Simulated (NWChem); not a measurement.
Species: ZnHSeI; SMILES [I][Zn][SeH]

```xyz
4

Zn     0.0160     0.5028     0.0000
I     -0.1425    -1.9248     0.0000
Se     0.1776     2.7848     0.0000
H     -1.2919     2.8977     0.0000
```
Atoms are numbered in this order, from 1.

Level: PBE0/def2-SVP with def2 effective core potentials on I (NWChem), optimised geometry, unscaled harmonic frequencies. This build's default masses of Se (78.918 u) and Br (79.917 u) are each other's, which moves their modes by up to 0.6 %. def2 effective core potentials on I; no spin-orbit coupling.

```csv
frequency (cm⁻¹),IR intensity (km/mol)
68,5.7
72,5.1
175,1.2
355,47.9
574,1.3
2443,8.7
```

```
Item                                                                               Result
-----------------------------------------------------------------------  ----------------
zero-point energy                                                            5.3 kcal/mol
thermal correction to the enthalpy at 298.15 K (with zero-point energy)      9.3 kcal/mol
heat capacity Cv                                                         14.4 cal/(mol K)
entropy at 298.15 K and 1 atm (symmetry number 1)                        81.3 cal/(mol K)
```

Rigid rotor and harmonic oscillator; modes under 100 cm⁻¹ make the entropy uncertain.
